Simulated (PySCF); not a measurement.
Isomers of C6H5ClO, one conformer each; single-point electronic energies without zero-point terms and without any empirical dispersion term.

All values: wB97X-D/pcSseg-2 (PySCF, non-relativistic), each on one gas-phase PBE0-D3(BJ)/def2-TZVP geometry that isn't relaxed in the solvent. The solvent is an IEF-PCM continuum (van der Waals radii × 1.2). Only the electrostatic response of the medium enters.

```json
{"isomer": "`OC1=CC=CC=C1Cl`", "relative energy, gas (kcal/mol)": "0.0", "dipole (D)": "0.95"}
{"isomer": "`c1cc(O)cc(Cl)c1`", "relative energy, gas (kcal/mol)": "1.1", "dipole (D)": "0.94"}
```

**Question.** How do the relative energies look in chloroform (ε = 4.711)?

**Answer.** 
```tsv
isomer	relative energy, solvent (kcal/mol)	E(solvent) − E(gas) (kcal/mol)	dipole in solvent (D)
`OC1=CC=CC=C1Cl`	0.3	-3.0	1.15
`c1cc(O)cc(Cl)c1`	0.0	-4.5	1.18
```

`c1cc(O)cc(Cl)c1` becomes the lowest. Conformers: `[OH:1][c:2]1[cH:3][cH:4][cH:5][cH:6][c:7]1[Cl:8]` with H–O1–C2–C3 180°; `[OH:1][c:2]1[cH:3][cH:4][cH:5][c:6]([Cl:7])[cH:8]1` with H–O1–C2–C3 180°. `c1cc(O)cc(Cl)c1` gains most from the continuum, while `OC1=CC=CC=C1Cl` has the largest gas-phase dipole. The gains span 1.5 kcal/mol, the gas-phase energies 1.1 kcal/mol.
